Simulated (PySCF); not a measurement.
PySCF input (BP86/6-31G* with LANL2DZ past Ar (5d)):

```python
from pyscf import gto, dft

mol = gto.M(
    atom='''
    Br    1.91160700   -0.36971600   -0.19770000
    Ge   -0.01013600    0.77366600    0.47877600
    Br   -1.90195200   -0.39861100   -0.23174500
    H    -0.01357900    2.13414500   -0.29023200
    ''',
    basis={'default': '6-31g*', 'Br': 'lanl2dz', 'Ge': 'lanl2dz'},
    ecp={'Br': 'lanl2dz', 'Ge': 'lanl2dz'},
    charge=0,
    spin=1,
    verbose=4,
)

mf = dft.UKS(mol, xc='bp86')
mf.grids.level = 3
mf.conv_tol = 1e-9
mf.max_cycle = 100
mf.max_memory = 1500
mf.kernel()
if not mf.converged:
    mf = mf.newton()
    mf.kernel(mf.make_rdm1())
mo, _, stable, _ = mf.stability(return_status=True)
if not stable:
    mf.kernel(mf.make_rdm1(mo, mf.mo_occ))
    stable = mf.stability(return_status=True)[2]
mf.dip_moment()
```

Output:

```
PySCF version 2.14.0

[INPUT] verbose = 4
[INPUT] num. atoms = 4
[INPUT] num. electrons = 19
[INPUT] charge = 0
[INPUT] spin (= nelec alpha-beta = 2S) = 1
[INPUT] symmetry False subgroup None
[INPUT] Mole.unit = angstrom
[INPUT] Symbol           X                Y                Z      unit          X                Y                Z       unit  Magmom
[INPUT]  1 Br     1.911607000000  -0.369716000000  -0.197700000000 AA    3.612413687801  -0.698661983870  -0.373598854827 Bohr   0.0
[INPUT]  2 Ge    -0.010136000000   0.773666000000   0.478776000000 AA   -0.019154263999   1.462016851888   0.904755515015 Bohr   0.0
[INPUT]  3 Br    -1.901952000000  -0.398611000000  -0.231745000000 AA   -3.594168382069  -0.753265620239  -0.437934580737 Bohr   0.0
[INPUT]  4 H     -0.013579000000   2.134145000000  -0.290232000000 AA   -0.025660591045   4.032949560110  -0.548458992585 Bohr   0.0

nuclear repulsion = 23.1823659409936
number of shells = 14
number of NR pGTOs = 40
number of NR cGTOs = 26
basis = {'default': '6-31g*', 'Br': 'lanl2dz', 'Ge': 'lanl2dz'}
ecp = {'Br': 'lanl2dz', 'Ge': 'lanl2dz'}

******** <class 'pyscf.dft.uks.UKS'> ********
method = UKS
initial guess = minao
damping factor = 0
level_shift factor = 0
DIIS = <class 'pyscf.scf.diis.CDIIS'>
diis_start_cycle = 1
diis_space = 8
diis_damp = 0
SCF conv_tol = 1e-09
SCF conv_tol_grad = None
SCF max_cycles = 100
direct_scf = True
direct_scf_tol = 1e-13
number electrons alpha = 10  beta = 9
XC library pyscf.dft.libxc version 7.1.2
    S. Lehtola, C. Steigemann, M. J. T. Oliveira, and M. A. L. Marques,  SoftwareX 7, 1–5 (2018)
XC functionals = bp86
    A. D. Becke,  Phys. Rev. A 38, 3098 (1988)
    J. P. Perdew,  Phys. Rev. B 33, 8822 (1986)
    J. P. Perdew,  Phys. Rev. B 34, 7406–7406 (1986)
radial grids:
    Treutler-Ahlrichs [JCP 102, 346 (1995); DOI:10.1063/1.469408] (M4) radial grids

becke partition: Becke, JCP 88, 2547 (1988); DOI:10.1063/1.454033
pruning grids: <function nwchem_prune>
grids dens level: 3
symmetrized grids: False
atomic radii adjust function: <function treutler_atomic_radii_adjust>
small_rho_cutoff = 0
Set gradient conv threshold to 3.16228e-05
tot grids = 71296
init E= 2.49156383756756
  alpha nocc = 10  HOMO = 0.0432899031127702  LUMO = 0.17019820747755
  beta  nocc = 9  HOMO = 0.0231807941898479  LUMO = 0.0432899031127703

WARN: HOMO 0.0432899031127702 >= LUMO 0.0432899031127703

cycle= 1 E= -30.0783324799361  delta_E= -32.6  |g|= 0.885  |ddm|= 4.47
  alpha nocc = 10  HOMO = -0.246797055689212  LUMO = -0.154176398182314
  beta  nocc = 9  HOMO = -0.397657722788339  LUMO = -0.240970594569777
  HOMO = -0.246797055689  LUMO = -0.24097059457  gap/eV = 0.15855
cycle= 2 E= -30.0523573067886  delta_E= 0.026  |g|= 0.789  |ddm|= 2.96
  alpha nocc = 10  HOMO = -0.250874927375188  LUMO = -0.10409484427133
  beta  nocc = 9  HOMO = -0.272384186175974  LUMO = -0.231183520485385
  HOMO = -0.250874927375  LUMO = -0.231183520485  gap/eV = 0.53583
cycle= 3 E= -30.7295618574765  delta_E= -0.677  |g|= 0.256  |ddm|= 1.85
  alpha nocc = 10  HOMO = -0.205656914948712  LUMO = -0.0629382741118825
  beta  nocc = 9  HOMO = -0.274748599973938  LUMO = -0.177835164527496
  HOMO = -0.205656914949  LUMO = -0.177835164527  gap/eV = 0.75707
cycle= 4 E= -30.7978774417905  delta_E= -0.0683  |g|= 0.0756  |ddm|= 0.577
  alpha nocc = 10  HOMO = -0.226284894810567  LUMO = -0.0783905789415805
  beta  nocc = 9  HOMO = -0.275736970653973  LUMO = -0.190606368836557
  HOMO = -0.226284894811  LUMO = -0.190606368837  gap/eV = 0.97086
cycle= 5 E= -30.8040469203593  delta_E= -0.00617  |g|= 0.0238  |ddm|= 0.175
  alpha nocc = 10  HOMO = -0.226129645896179  LUMO = -0.0772130077307729
  beta  nocc = 9  HOMO = -0.27575061984407  LUMO = -0.189259832834255
  HOMO = -0.226129645896  LUMO = -0.189259832834  gap/eV = 1.00328
cycle= 6 E= -30.8047097863958  delta_E= -0.000663  |g|= 0.00251  |ddm|= 0.0587
  alpha nocc = 10  HOMO = -0.226228175689486  LUMO = -0.0767879880906203
  beta  nocc = 9  HOMO = -0.275671484662161  LUMO = -0.188926214721837
  HOMO = -0.226228175689  LUMO = -0.188926214722  gap/eV = 1.01504
cycle= 7 E= -30.80471822739  delta_E= -8.44e-06  |g|= 0.000434  |ddm|= 0.00759
  alpha nocc = 10  HOMO = -0.226223014473605  LUMO = -0.0768240837938867
  beta  nocc = 9  HOMO = -0.275719440551708  LUMO = -0.188861721487655
  HOMO = -0.226223014474  LUMO = -0.188861721488  gap/eV = 1.01665
cycle= 8 E= -30.8047186116181  delta_E= -3.84e-07  |g|= 9.39e-05  |ddm|= 0.00149
  alpha nocc = 10  HOMO = -0.226242846851803  LUMO = -0.0768124383134052
  beta  nocc = 9  HOMO = -0.275714667199477  LUMO = -0.188860709056739
  HOMO = -0.226242846852  LUMO = -0.188860709057  gap/eV = 1.01722
cycle= 9 E= -30.8047186308292  delta_E= -1.92e-08  |g|= 2.24e-05  |ddm|= 0.000422
  alpha nocc = 10  HOMO = -0.22623965543663  LUMO = -0.0768124125772273
  beta  nocc = 9  HOMO = -0.275717160769774  LUMO = -0.188861276788541
  HOMO = -0.226239655437  LUMO = -0.188861276789  gap/eV = 1.01712
cycle= 10 E= -30.8047186313104  delta_E= -4.81e-10  |g|= 1.32e-05  |ddm|= 5.89e-05
  alpha nocc = 10  HOMO = -0.226238989168306  LUMO = -0.076811390623212
  beta  nocc = 9  HOMO = -0.275718020028525  LUMO = -0.188860835006061
  HOMO = -0.226238989168  LUMO = -0.188860835006  gap/eV = 1.01711
Extra cycle  E= -30.8047186308083  delta_E= 5.02e-10  |g|= 2.5e-05  |ddm|= 7.01e-05
converged SCF energy = -30.8047186308083  <S^2> = 0.75140105  2S+1 = 2.0014006
uhf_internal: lowest eigs of H = [0.17372439 0.18881415 0.20348975]
<class 'pyscf.dft.uks.UKS'> wavefunction is stable in the internal stability analysis
Dipole moment(X, Y, Z, Debye): -0.01989,  1.77703,  0.78955
```

The geometry given is a B3LYP-D3(BJ)/def2-TZVP minimum.
